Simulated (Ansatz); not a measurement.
Mulliken charges of CH$_{5}$NO$_{2}$Sn, SMILES `[OH][SnH]1[NH]C[O]1` from r2SCAN/def2-TZVPP in Ansatz (PBE0-D4/def2-TZVP geometry).

```tsv
atom	x (Å)	y (Å)	z (Å)	charge (e)
O1	-1.813	0.868	-1.620	-0.568
Sn2	-0.053	0.181	-1.143	1.123
N3	-0.066	-1.047	0.472	-0.539
C4	0.688	-0.043	1.243	0.231
O5	0.770	1.105	0.416	-0.565
H6	-2.384	0.972	-0.853	0.206
H7	0.739	0.060	-2.638	-0.092
H8	0.359	-1.965	0.450	0.142
H9	1.693	-0.400	1.511	0.030
H10	0.150	0.218	2.164	0.032
```

**Question.** By hand: the dipole of these point charges (1 e Å = 4.8032 D).

**Answer.** Σ q r = (0.277, -0.449, -0.320) e Å, of length 0.617 e Å = 2.96 D.

**Question.** How does the dipole of the full density compare? (An estimate is asked.)

**Answer.** Ansatz gave: (0.169, -0.427, -0.094) e Å, 2.25 D; the point charges give 1.32 times that, at 22° from its direction.

Point charges leave out the atoms' own dipoles, such as those of lone pairs, and Mulliken's split depends on the basis, so the two needn't agree.
